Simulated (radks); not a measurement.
Species: Pb4+. Configuration: [Xe] 4f14 5d10 (the NIST ground configuration). All-electron calculation, Dirac Kohn-Sham, AM05, spin-unpolarised, spherical densities, finite nucleus; Fermi nuclear charge, rms radius 5.5012 fm. Program: a radial shooting solver on a logarithmic mesh with Libxc functionals.

Radial electron density D(r) = 4 pi r^2 rho(r):

r (bohr),D(r) (e/bohr)
0.0006118,6.120
0.0007065,7.606
0.0008095,9.316
0.0009349,11.51
0.001071,14.01
0.001237,17.19
0.001417,20.77
0.001637,25.25
0.001875,30.20
0.002165,36.28
0.002481,42.85
0.002865,50.68
0.003283,58.86
0.003791,68.21
0.004378,78.06
0.005016,87.49
0.005793,97.15
0.006637,105.5
0.007665,112.7
0.008781,117.6
0.01014,120.3
0.01162,120.1
0.01342,117.5
0.01537,113.5
0.01775,109.1
0.02034,106.6
0.02349,107.5
0.02713,113.3
0.03108,123.1
0.0359,136.0
0.04113,147.2
0.0475,153.6
0.05441,152.1
0.06284,142.8
0.072,131.2
0.08315,122.7
0.09526,123.5
0.11,132.9
0.1271,143.1
0.1456,143.8
0.1681,129.6
0.1926,107.5
0.2224,87.71
0.2548,82.27
0.2943,89.17
0.3372,96.64
0.3894,93.80
0.4461,78.91
0.5152,57.60
0.5903,40.84
0.6817,30.82
0.7873,26.74
0.902,24.39
1.042,20.81
1.193,16.17
1.378,10.99
1.579,6.811
1.824,3.616
2.089,1.741
2.413,0.6831
2.765,0.2359
3.193,0.06117
3.658,0.01334
4.224,0.001956

D(r) has 4 maxima, at r = 0.0108, 0.0494, 0.138, 0.354 bohr, and minima at 0.0213, 0.0879, 0.251 bohr, inside which lie 2.04, 11.02, 30.11 electrons.
